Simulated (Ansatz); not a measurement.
C₂H₅FSSi, SMILES `C=C(F)S[SiH3]`. Total charge 0; spin multiplicity 1.

```xyz
10

C    -1.6195    1.2187   -0.9157
C    -0.9788    0.3805   -0.1194
F    -1.3541   -0.9061   -0.0463
S     0.3345    0.8117    0.9597
Si    1.6146   -0.8941    0.6826
H    -2.4776    0.8813   -1.4820
H    -1.2951    2.2450   -0.9983
H     2.8585   -0.5043    1.3893
H     1.8715   -1.1137   -0.7615
H     1.0461   -2.1188    1.2916
```

Give the diagnostics of a CCSD(T)/def2-TZVPP run (frozen core, Ansatz 0.2.0). (An estimate is asked.)

The calculation gave: T1 = 0.0126, largest single amplitude 0.016, largest double 0.042, (T) share of the correlation energy 4.1 %, 9 CCSD cycles. The RHF solution is stable towards an unrestricted one. T1 lies under the customary mark of 0.02 for closed shells.
